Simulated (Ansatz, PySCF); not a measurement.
F2H3N2Nb, SMILES [F][Nb]([F])([NH2])=[NH], multiplicity 1. Atoms are numbered in the order given.

```xyz
8

Nb    -0.0181     0.0391     0.0000
N      0.2205     1.7598     0.0000
H      0.2278     2.7748     0.0000
F     -0.9348    -0.5119     1.5499
F     -0.9348    -0.5119    -1.5499
N      1.8050    -0.6568     0.0000
H      2.6698    -0.1251     0.0000
H      2.0061    -1.6561     0.0000
```

Geometry: PBE0-D3(BJ)/def2-SVP. The spin state was assumed, not searched. The def2 effective core potentials stand for the cores of Nb; spin–orbit coupling is left out. Other conformers were not sampled.

Two levels are set side by side: PBE-D3(BJ)/def2-SVP (Ansatz, a quantum-chemistry and plane-wave program) and PBE0-D3(BJ)/def2-SVP (Ansatz). Each level has its own optimised geometry; the coordinates shown are those of the second. Frequencies come from the Hessian of PySCF at each geometry. Differences are taken from unrounded values.

```
quantity                            PBE0-D3(BJ)  PBE-D3(BJ)  PBE-D3(BJ) minus PBE0-D3(BJ)
----------------------------------  -----------  ----------  ----------------------------
mean bond length (Å)                      1.501       1.513                         0.013
bond Nb1–N2 (Å)                           1.737       1.758                         0.021
bond Nb1–F4 (Å)                           1.883       1.897                         0.014
bond Nb1–F5 (Å)                           1.883       1.897                         0.014
bond Nb1–N6 (Å)                           1.951       1.966                         0.015
bond N2–H3 (Å)                            1.015       1.024                         0.009
bond N6–H7 (Å)                            1.015       1.024                         0.009
bond N6–H8 (Å)                            1.019       1.028                         0.009
highest harmonic wavenumber (cm⁻¹)         3683        3563                          -120
mean harmonic wavenumber (cm⁻¹)            1070        1031                           -39
zero-point energy (kcal/mol)              27.54       26.53                         -1.01
```

Exact exchange shortens and stiffens bonds; PBE has none. Differences between two approximate levels are no errors against the true value.
